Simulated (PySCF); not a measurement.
**Distorted geometries of [OsO2F2]2+**

[OsO2F2]2+ (singlet). PySCF 2.14.0, RKS PBE, Os def2-SVP with ECP60, O def2-SVP, F def2-SVP; non-relativistic Hamiltonian with scalar-relativistic core potentials where named; density fitting; no spin-orbit coupling. Relaxed geometry:

```xyz
5

Os    0.0000    0.0000   -0.0525
O     0.9361    0.9361    0.9623
O    -0.9361   -0.9361    0.9623
F     1.0883   -1.0883   -0.9687
F    -1.0883    1.0883   -0.9687
```

Task: Order these distorted geometries by energy above the relaxed one, lowest first.
A.
```xyz
5

Os    0.0126   -0.0357   -0.0811
O     0.9356    0.9276    0.9943
O    -0.9287   -0.9224    0.9808
F     1.0562   -1.0645   -0.9674
F    -1.0756    1.0950   -0.9919
```
B.
```xyz
5

Os    0.1460    0.1461   -0.3974
O     0.9058    0.9814    1.0046
O    -0.9152   -1.1177    1.0030
F     1.0289   -1.0763   -0.9506
F    -1.1655    1.0665   -0.7249
```
C.
```xyz
5

Os    0.0191    0.0533   -0.0454
O     0.8633    0.8887    0.9112
O    -0.9281   -0.8823    0.9986
F     1.1139   -1.1050   -1.0046
F    -1.0682    1.0452   -0.9251
```

Result: A (0.23 eV), C (1.02 eV), B (5.71 eV).

Task: Which forces (eV/Å) act in the one that lies 5.71 eV up?

Result: 
```
Os  -1.30  1.53 16.97
O   -0.95 -1.51 -4.34
O    2.61  3.18 -4.36
F    7.13 -8.85 -5.17
F   -7.49  5.65 -3.11
```
Forces carry noise of the integration grid, about 0.01 to 0.03 eV/Å.
